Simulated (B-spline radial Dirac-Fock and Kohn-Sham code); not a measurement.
Binding energies of Ba⁴⁰⁺ at several levels of theory

System: the Ba⁴⁰⁺ ion, configuration [Ne] 3s2 3p4.

The density-functional columns are spherical, spin-unpolarised Dirac-Kohn-Sham results without Breit or QED terms: −ε is minus the orbital energy of the initial state and ΔSCF the difference of two total energies. The reference in the last column comes from Dirac-Fock ΔSCF + Breit + QED. All numbers are from a B-spline atomic structure program, in eV; a selection of levels is shown. The Kohn-Sham columns are given as differences from the reference. For the 1s level of heavy atoms much of the gap between ΔSCF and the reference is the Breit and QED part, -139.9 eV here; for other levels the error of the functional can be larger.

```
level  LDA −ε − DF  LDA ΔSCF − DF  Dirac-Fock
   1s       -298.2         +129.7     39889.8
   2s       -144.4          -40.8      8333.5
2p1/2       -109.2          +14.5      7987.7
   3s        -49.5           -6.0      3212.0
   3p        -39.3           +5.6      3023.5
```

Values without a named source are computed, but for edge energies of neutral atoms, which are taken from tables.
